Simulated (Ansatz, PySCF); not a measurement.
Breaking a bond: BeH (cation, charge +1), singlet.

Levels of theory: RHF/STO-3G = restricted Hartree-Fock/STO-3G in PySCF; UHF/aug-cc-pVQZ (Ansatz, a quantum-chemistry and plane-wave program); RHF/3-21G = PySCF with restricted Hartree-Fock/3-21G.

Energies are in kJ/mol, each relative to the lowest point of its own curve near equilibrium.

| R / Å | RHF/STO-3G | UHF | RHF/3-21G |
|---|---|---|---|
| 1.07 | 90.2 | 68.3 | 77.5 |
| 1.14 | 42.8 | 30.2 | 36.0 |
| 1.21 | 14.8 | 9.0 | 12.0 |
| 1.23 | 9.7 | 5.5 | 7.7 |
| 1.31 | 0.1 | 0.0 | 0.0 |
| 1.33 | 0.0 | 0.5 | 0.0 |
| 1.38 | 3.1 | 4.3 | 2.9 |
| 1.43 | 10.2 | 11.2 | 9.1 |
| 1.44 | 12.0 | 12.9 | 10.7 |
| 1.53 | 34.0 | 32.1 | 29.1 |
| 1.63 | 66.8 | 59.3 | 55.7 |
| 1.76 | 117.6 | 92.9 | 95.4 |
| 1.99 | 216.4 | 131.6 | 169.4 |
| 2.22 | 312.9 | 155.9 | 239.4 |
| 2.38 | 373.9 | 167.7 | 283.8 |
| 2.68 | 470.2 | 182.3 | 356.4 |
| 2.89 | 523.5 | 188.5 | 399.2 |
| 3.27 | 593.9 | 194.8 | 461.0 |
| 3.63 | 636.5 | 197.6 | 503.8 |
| 4.02 | 664.6 | 199.1 | 536.6 |
| 4.65 | 687.3 | 200.2 | 568.5 |
| 5.28 | 696.8 | 200.7 | 584.5 |

At the longest distance, 5.28 Å, RHF/STO-3G lies highest above its minimum (696.8 kJ/mol) and UHF lowest (200.7 kJ/mol).

The restricted form behind RHF/STO-3G, RHF/3-21G keeps the bonding electrons paired and can't separate into open-shell fragments. The unrestricted determinant behind UHF is spin-contaminated at 1.76 to 5.28 Å (<S²> up to 1.0, against 0.00 for a pure singlet).
